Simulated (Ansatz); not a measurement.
Two structures of Si2H8O2, closed shell, reached by relaxing down either side of one saddle point (PBE0-D4/def2-TZVP). Energies are electronic, without zero-point energy. Program: Ansatz 0.2.0. Basis: def2-TZVPP and def2-QZVPP. Cores are frozen in the correlated methods. Extrapolation: Hartree–Fock as exp(−7.88 √X), correlation as X^−2.97. First:

```
12
angstrom
Si -1.2933 -0.2376 -0.3911
Si 0.4013 -1.3184 0.8050
H -1.7114 -1.0553 -1.5664
H -2.5014 -0.0665 0.4671
O -0.7675 1.2593 -0.9135
H 2.0746 1.7829 0.5839
O 1.9364 1.2153 -0.1770
H 1.5532 -1.7024 -0.0425
H 0.8262 -0.5410 1.9957
H -0.2586 -2.5667 1.2946
H -1.3450 1.7424 -1.5068
H 1.0855 1.4880 -0.5490
```

Second:

Si1  (-0.625, 0.908, -1.001)
Si2  (0.997, -1.828, 1.370)
H3  (-0.412, -0.294, -1.832)
H4  (-0.893, 0.540, 0.420)
O5  (-1.907, 1.788, -1.535)
H6  (1.697, -0.920, 0.427)
O7  (0.756, 1.769, -1.159)
H8  (1.906, -2.936, 1.760)
H9  (0.594, -1.072, 2.583)
H10  (-0.211, -2.389, 0.714)
H11  (-2.694, 1.797, -0.990)
H12  (0.794, 2.637, -0.756)
(Å)

Problem. Which bonds change from the first to the second?

Solution. Si₂H₆O ([OH][SiH2][SiH3]) + H₂O → SiH₄O₂ ([OH][SiH2][OH]) + SiH₄; bonds formed: Si1–O7, Si2–H6; bonds broken: Si1–Si2, H6–O7.

Problem. Give the saddle point's structure and its height above each. (Judge from chemistry; the value comes from the calculation.)

Solution. By the calculation: 40.21 kcal/mol above the first and 63.13 kcal/mol above the second (CCSD(T) at an estimated basis limit (MP2 extrapolated from triple and quadruple zeta, plus CCSD(T) − MP2 in triple zeta)).
```xyz
12
angstrom
Si -0.6490 0.3379 -0.6274
Si 0.7339 -1.3540 1.0640
H -0.6921 -0.7256 -1.6475
H -1.5333 0.1192 0.5523
O -1.2650 1.7586 -1.2535
H 1.2960 0.3596 0.0289
O 1.0204 1.0692 -0.7307
H 2.0346 -2.1007 1.0510
H 0.4740 -1.0095 2.4990
H -0.3108 -2.3663 0.7024
H -2.2003 1.8950 -1.0997
H 1.0916 2.0168 -0.5389
```

No T1 diagnostic of these runs exceeds 0.013.

Labels in which every atom is bracketed show which atoms are joined, not bond orders.

For scale, one of the runs: CCSD(T)/def2-TZVPP, 258 basis functions, launched by `ansatz run in.yaml --threads 4 --pin off --events-out ev --progress --plain --max-ram 9574MiB`. Time: 2 min of wall clock on 4 CPU threads of an Arm Neoverse V1; the host was shared. Peak host memory: 5.7 GiB.
